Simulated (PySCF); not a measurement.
BGeH5O2S, SMILES OB(O)[S][GeH3].

Coordinates come from a PBE0-D3(BJ)/def2-SVP optimisation. This is a generated structure with no PubChem entry under its InChIKey; it may be hypothetical. One conformer was computed; it need not be the lowest.

Two levels are set side by side: TDA-PBE/def2-SVPD (PySCF) and TDA-PBE0/def2-SVPD (PySCF). Vertical, same geometry. The lowest singlet is HOMO→LUMO 99 % with PBE and HOMO→LUMO 97 % with the other functional; states are paired by order. Differences are taken from unrounded values.

| quantity | TDA-PBE0 |
|---|---|
| lowest singlet excitation (eV) | 5.61 |
| lowest triplet excitation (TDA) (eV) | 5.17 |

**Question.** What does TDA-PBE give, and how far is it from TDA-PBE0? (The exact figures need the calculation; the answer reports its results.)

**Answer.** 
```tsv
quantity	TDA-PBE	TDA-PBE minus TDA-PBE0
lowest singlet excitation (eV)	5.10	-0.50
lowest triplet excitation (TDA) (eV)	4.72	-0.44
```

A lower first singlet is the usual sign of a functional without exact exchange. Differences between two approximate levels are no errors against the true value.

Rough cost on one machine, each run with all the roots and properties that it gave: TDA-PBE0 against TDA-PBE about 3 times.
